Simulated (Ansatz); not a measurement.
Complex (SMILES): F (HF) with FCl (F-Cl), atoms 1 to 2 the first; geometry from B3LYP-D3(BJ)/def2-TZVP, monomers rigid:
```xyz
4

F      0.3477     0.0277    -0.4961
H     -0.5669     0.0474    -0.3400
F     -2.4822     0.0933    -0.3591
Cl    -3.1336     0.1260    -1.8747
```

The counterpoise-corrected interaction energy at MP2 with Ansatz (a quantum-chemistry and plane-wave program), in kcal/mol, split into its Hartree-Fock and correlation parts. Cores are frozen. No added dispersion term, no relativity. Functions are those of the species that has most. These sets lack the diffuse functions that weak bonds need.

```csv
basis,X,functions,Hartree-Fock,MP2
cc-pV(D+d)Z,2,56,-2.07,-1.87
cc-pV(T+d)Z,3,113,-1.53,-1.83
cc-pV(Q+d)Z,4,204,-1.56,-2.05
cc-pV(5+d)Z,5,337,-1.59,-2.16
```

Worked estimate of the basis-set limit from each neighbouring pair, with Hartree-Fock from the larger set and the correlation part extrapolated as X^-3.
Correlation parts: X = 2: 0.20, X = 3: -0.30, X = 4: -0.49, X = 5: -0.57.
- (2,3): (27·(-0.30) - 8·(0.20))/19 = -0.51; with Hartree-Fock -1.53 the estimate is -2.04 kcal/mol.
- (3,4): (64·(-0.49) - 27·(-0.30))/37 = -0.63; with Hartree-Fock -1.56 the estimate is -2.19 kcal/mol.
- (4,5): (125·(-0.57) - 64·(-0.49))/61 = -0.65; with Hartree-Fock -1.59 the estimate is -2.24 kcal/mol.
The last two estimates differ by 0.06 kcal/mol; the largest set lies 0.08 from the last. Over the last step Hartree-Fock moves by -0.03 and the correlation part by -0.08.
